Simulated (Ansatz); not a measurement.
```xyz
11

C    -0.406    0.447    1.318
Si    0.773   -0.789    0.572
Ga    0.727    0.608   -2.917
O    -0.848    0.533   -1.995
H     0.138    1.266    1.794
H    -1.038   -0.027    2.072
H    -1.038    0.854    0.526
H     0.067   -1.941   -0.046
H     1.719   -1.319    1.594
H     1.613   -0.150   -0.491
H    -1.705    0.518   -2.427
```

Charge 0, multiplicity 1. The bonds changed during the relaxation, so this is another structure than the one it started from.

(1) List the PBE0/def2-TZVPP orbital energies in eV (the Gaussian-basis code of Ansatz). (An estimate is asked.)

Answers

(1) The calculation gave: Occupied: -10146.76, -1802.17, -1252.56, -1108.70, -1108.70, -1108.62, -521.84, -277.56, -150.83, -144.51, -103.72, -103.70, -103.49, -99.18, -99.16, -99.15, -26.81, -22.83, -22.83, -22.68, -22.66, -22.52, -19.46, -14.43, -13.45, -11.40, -11.39, -9.84, -9.37, -9.24, -9.01, -8.56, -6.88. Lowest empty: -1.05, -0.92, 0.58, 1.16, 1.76, 2.03, 2.66, 2.76.
